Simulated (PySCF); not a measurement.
Computed IR spectrum (relative IR intensity) of a molecule C₄H₇BO. Geometry optimised at PBE-D3(BJ)/def2-SVP. Other conformers were not sampled. Method: PBE-D3(BJ)/def2-SVP run with PySCF 2.14.0. Harmonic, unscaled wavenumbers; measured fundamentals usually lie a few per cent lower.

ν (cm⁻¹): 303 (w), 484 (w), 727 (m), 890 (w), 933 (m), 1028 (m), 1048 (w), 1077 (w), 1130 (m), 1192 (vs), 1220 (m), 1307 (m), 1322 (m), 1335 (vs), 1386 (vw), 1392 (w), 1623 (w), 2965 (vw), 2970 (vw), 3042 (vw), 3082 (w), 3173 (w) (against the strongest line: vs over 80 %, s over 45 %, m over 15 %, w over 4 %, vw less)

Identify the compound among the candidates.
(A) CB1OC=C1C
(B) C=CB1CCO1
(C) CB1CCC1=O
(D) CB1CC=CO1

D, CB1CC=CO1
